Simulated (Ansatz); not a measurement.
Total energies of C₃H₅B (`BC#CC`).

```csv
atom,x (Å),y (Å),z (Å)
B1,1.5005,-1.0971,-1.3674
C2,0.5322,-0.3916,-0.4759
C3,-0.2561,0.1821,0.2469
C4,-1.1973,0.8710,1.0986
H5,2.4849,-0.5363,-1.7486
H6,1.2943,-2.2252,-1.7048
H7,-1.8326,1.5224,0.4912
H8,-0.6808,1.5021,1.8262
H9,-1.8450,0.1726,1.6338
```

The species carries charge 0 and has multiplicity 1. Geometry: relaxed with PBE0-D4/def2-TZVP. Basis def2-TZVPP, Ansatz.

RPA on PBE orbitals: Hartree–Fock energy of these orbitals -141.15133 Eh, correlation -0.96684 Eh (frozen core).

```csv
functional,kind,energy without D4 (Eh),D4 term (kJ/mol)
LDA (SPW92),LDA,-140.75014,–
PBE,GGA,-141.94614,-11.9
revPBE,GGA,-142.11496,-41.2
BLYP,GGA,-142.09145,-26.8
r2SCAN,meta-GGA,-142.06013,-3.0
B97M-V,meta-GGA with VV10,-142.17095,–
PBE0,"global hybrid, 25 % exact exchange",-141.96634,-10.0
B3LYP,"global hybrid, 20 %",-142.17027,-19.1
r2SCANh,"meta-GGA hybrid, 10 %",-142.05405,-3.1
r2SCAN0,"meta-GGA hybrid, 25 %",-142.04570,-3.5
HSE06 (plane-wave form),screened hybrid,-141.95734,-9.2
BHLYP,"global hybrid, 50 %",-142.07094,-13.5
CAM-B3LYP,range-separated hybrid,-142.06745,-10.0
LC-ωPBE,long-range corrected hybrid,-142.03903,–
ωB97X-V,range-separated hybrid GGA with VV10,-142.10987,–
ωB97M-V,range-separated hybrid meta-GGA with VV10,-142.08025,–
B2PLYP,double hybrid,-142.02187,–
PBE-QIDH,double hybrid,-141.94177,–
```

B3LYP takes the VWN-RPA correlation (the form of Gaussian; ORCA's B3LYP/G). HSE06 is the plane-wave form, built on full-range PBE exchange. The double hybrids freeze the cores in their second-order part.

LC-ωPBE has ω = 0.4 bohr⁻¹.
